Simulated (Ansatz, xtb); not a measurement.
# F2InSi2: where a starting geometry ends

The starting geometry of this gas-phase doublet was built from a drawn formula by distance geometry; its bonds are those of `F[Si]#[Si][In][F]`.

```xyz
5

F    -1.1413   -1.7057    2.0388
F     3.2050    2.9852   -1.6319
In    1.9133    3.4076    0.1070
Si   -0.3603   -0.2732    1.5375
Si    0.5822    1.2414    0.9124
```

Where would you expect an optimisation with r2SCAN-D4/def2-SVP to take it?

A new bond forms, giving a structure given below by its coordinates. Distances that change by over a tenth: F2–In3 (2.21 → 1.95 Å), Si4–Si5 (1.89 → 2.23 Å). Contacts that close: In3–Si4 (4.56 → 2.69 Å).

The energy falls by 2.66 eV over 20 steps:

```json
{"step": "1", "E − E(last) (eV)": "2.660"}
{"step": "3", "E − E(last) (eV)": "1.347"}
{"step": "5", "E − E(last) (eV)": "1.237"}
{"step": "7", "E − E(last) (eV)": "1.047"}
{"step": "9", "E − E(last) (eV)": "0.823"}
{"step": "12", "E − E(last) (eV)": "0.431"}
{"step": "14", "E − E(last) (eV)": "0.217"}
{"step": "16", "E − E(last) (eV)": "0.033"}
{"step": "18", "E − E(last) (eV)": "0.002"}
{"step": "20", "E − E(last) (eV)": "0.000"}
```

Final geometry (Å):

```xyz
5

F    -0.9373   -0.2244    2.4077
F     2.3531    3.8172   -0.1525
In    1.7033    1.9772   -0.1919
Si    0.0736    0.5032    1.3522
Si    1.0063   -0.4181   -0.4517
```

From the same start GFN2-xTB ends elsewhere, differing in In3–Si4 (3.70 against 2.69 Å here), In3–Si5 (3.11 against 2.51 Å here).

The end wasn't checked by frequencies. Open shells are spin-unrestricted. Atoms past krypton carry core potentials, without spin–orbit terms. Run with Ansatz 0.2.0, 3.2 min on 2 threads of Intel(R) Xeon(R) Platinum 8259CL CPU @ 2.50GHz (Skylake/Cascade Lake) (shared host).
